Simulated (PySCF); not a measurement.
**Lu(3+) (lutetium, charge +3): UHF calculation**

Configuration: [Xe] 4f14, closed-shell 1S. Calculation: PySCF 2.14, in x2c-TZVPPall (11s7p7d2f2g, 99 functions); scalar relativity by spin-free X2C-1e.

* Total energy: -14556.985020 hartree
* One-electron energy: -19930.8143 hartree
* Hartree (Coulomb) energy: 5673.6228 hartree
* Exchange energy: -299.7935 hartree
* ⟨S²⟩: 0.0000
* ⟨L²⟩: 0.000
* Sum of ⟨r⟩: 34.19 bohr
* Sum of ⟨r²⟩: 31.64 bohr²
* Langevin diamagnetic susceptibility: -25.1 ×10⁻⁶ cm³/mol

| shell | electrons | mean orbital energy (eV) | rms radius, mean of both spins (bohr) |
| --- | --- | --- | --- |
| 1s | 2 | -63668.6 | 0.0219 |
| 2s | 2 | -10993.3 | 0.0884 |
| 2p | 6 | -9694.7 | 0.0801 |
| 3s | 2 | -2569.4 | 0.227 |
| 3p | 6 | -2170.9 | 0.228 |
| 3d | 10 | -1678.6 | 0.208 |
| 4s | 2 | -561.78 | 0.509 |
| 4p | 6 | -428.16 | 0.541 |
| 4d | 10 | -248.07 | 0.592 |
| 5s | 2 | -99.618 | 1.26 |
| 5p | 6 | -64.974 | 1.47 |
| 4f | 14 | -48.660 | 0.793 |

Spin-orbit coupling, which splits the p, d and f shells strongly at this Z, is absent.

Densities and radii are taken from the X2C orbitals without a picture-change correction, which distorts them close to the nucleus.
